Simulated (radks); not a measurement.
Problem. The mean radii <r> (bohr) of the occupied orbitals of an atom or ion are listed with their occupations. Method: Dirac Kohn-Sham, LDA (Slater exchange, Perdew-Wang correlation), spin-unpolarised, spherical densities, point nucleus; computed with a radial shooting solver on a logarithmic mesh with Libxc functionals.

orbital  occ.      <r>
1s1/2       2  0.02319
2s1/2       2  0.09775
2p1/2       2  0.08181
2p3/2       4  0.08816
3s1/2       2   0.2432
3p1/2       2   0.2308
3p3/2       4   0.2409
3d3/2     0.8   0.2093
3d5/2     1.2   0.2125

Name the element and its charge. Open shells, if any, are shared by 2j + 1.

Solution. Z = 61, promethium, charge +41: Pm41+ in [Ar] 3d2. The 1s radius gives Z: for a bare nucleus <r> = (2 gamma + 1)/(2Z) with gamma = sqrt(1 - (Z/c)^2), 0.02288 bohr for Z = 61, and screening makes it slightly larger (0.02319 here). The occupations add up to 20, and the charge is Z minus that.
